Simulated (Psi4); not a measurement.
Torsional profile of SMILES CC[SiH2]N. Scanned: dihedral C2–Si3–N4–H12; all other coordinates were relaxed at GFN2-xTB. Heavy atoms are numbered in the order of the SMILES CC[SiH2]N, hydrogens after them in the order of the atoms that carry them; the mirror image has the same energies with the sign of each dihedral reversed.

Levels of theory: PBE-D3(BJ)/def2-TZVP // GFN2-xTB (Psi4); MP2/cc-pVTZ = DF-MP2 (frozen core)/cc-pVTZ // GFN2-xTB run with Psi4 1.11.

Energies relative to the lowest point of each profile, in kcal/mol:

```tsv
φ / °	PBE-D3(BJ)/def2-TZVP
-150	1.0
-120	0.8
-90	0.4
-60	0.0
-30	0.5
0	0.9
30	0.5
60	0.0
90	0.4
120	0.4
150	0.0
180	0.2
```

Q: What does MP2/cc-pVTZ give at the same points?

A: -150: 1.0; -120: 0.9; -90: 0.5; -60: 0.0; -30: 0.4; 0: 0.9; 30: 0.4; 60: 0.0; 90: 0.5; 120: 0.6; 150: 0.1; 180: 0.2 (kcal/mol).
